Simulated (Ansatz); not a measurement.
Total energies of BClH$_{3}$NO (`NB(O)Cl`).

```csv
atom,x (Å),y (Å),z (Å)
N1,1.0288,0.3851,-0.1303
B2,-0.2396,-0.1192,0.1485
O3,-1.1854,-0.1997,-0.8260
Cl4,-0.6181,-0.6640,1.8090
H5,1.7499,0.4591,0.5620
H6,1.2802,0.7011,-1.0503
H7,-2.0158,-0.5624,-0.5129
```

The species carries charge 0 and has multiplicity 1. The structure was optimised at the PBE0-D4/def2-TZVP level. It is one conformer, not always the lowest. Basis def2-TZVPP, Ansatz.

RPA on PBE orbitals: Hartree–Fock energy of these orbitals -615.43887 Eh, correlation -1.16631 Eh (frozen core).

```csv
functional,energy without D4 (Eh),D4 term (kJ/mol)
r2SCANh,-616.94150,-2.8
HSE06 (plane-wave form),-616.71885,-8.8
```

**Question.** Give the same for LDA (SPW92), PBE, revPBE, BLYP, r2SCAN, B97M-V, PBE0, B3LYP, r2SCAN0, BHLYP, CAM-B3LYP, LC-ωPBE, ωB97X-V, ωB97M-V, B2PLYP, PBE-QIDH. (Best estimate.)

**Answer.** Ansatz gave: 
| functional | energy without D4 (Eh) | D4 term (kJ/mol) |
| --- | --- | --- |
| LDA (SPW92) | -614.30641 | – |
| PBE | -616.68757 | -11.5 |
| revPBE | -616.92605 | -38.6 |
| BLYP | -617.01725 | -26.2 |
| r2SCAN | -616.95066 | -2.7 |
| B97M-V | -616.92368 | – |
| PBE0 | -616.73438 | -9.6 |
| B3LYP | -617.08523 | -18.7 |
| r2SCAN0 | -616.92854 | -3.1 |
| BHLYP | -616.98531 | -13.5 |
| CAM-B3LYP | -617.01680 | -9.6 |
| LC-ωPBE | -616.84153 | – |
| ωB97X-V | -616.94525 | – |
| ωB97M-V | -616.98933 | – |
| B2PLYP | -616.81996 | – |
| PBE-QIDH | -616.63158 | – |

B3LYP takes the VWN-RPA correlation (the form of Gaussian; ORCA's B3LYP/G). HSE06 is the plane-wave form, built on full-range PBE exchange. The double hybrids freeze the cores in their second-order part.

LC-ωPBE has ω = 0.4 bohr⁻¹.
